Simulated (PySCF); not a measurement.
## C₆ coefficients of unlike pairs at UHF

Calculated with PySCF 2.14 from the dipole response of each species, C₆(A,B) = (3/π) ∫ α_A(iu) α_B(iu) du, in atomic units, from isotropic polarisabilities. For ions this is the dispersion term alone; charge-induced terms of lower order in 1/R come first.

```
species            configuration                                        basis      relativity  α (bohr³)  C₆ (like pair)
    Rb⁺                [Kr] (1S)                     aug-cc-pVDZ-X2C (7s6p4d)   spin-free X2C      6.407           24.32
    Ni⁺            [Ar] 3d9 (2D)                     aug-cc-pVTZ (8s7p5d3f2g)            none      5.384           16.97
   Pb²⁺  [Xe] 4f14 5d10 6s2 (1S)             aug-cc-pwCVTZ-DK3 (11s10p8d5f1g)   spin-free X2C      15.59           107.7
   Cu²⁺            [Ar] 3d9 (2D)  aug-cc-pVQZ-PP with ECP10MDF (7s7p6d4f3g2h)  core potential      2.464           6.504
```

Problem. Estimate C₆ for Pb²⁺ with Ni⁺.

Solution. The integral gives 42.20. The combination rule 2 C_A C_B / (C_A α_B/α_A + C_B α_A/α_B) gives 42.34 and the geometric mean 42.75.

No spin-orbit coupling is included.

The other pairs:

```tsv
pair	C₆
Pb²⁺, Rb⁺	50.66
Ni⁺, Rb⁺	19.82
Cu²⁺, Pb²⁺	24.88
Cu²⁺, Rb⁺	11.69
Cu²⁺, Ni⁺	10.32
```
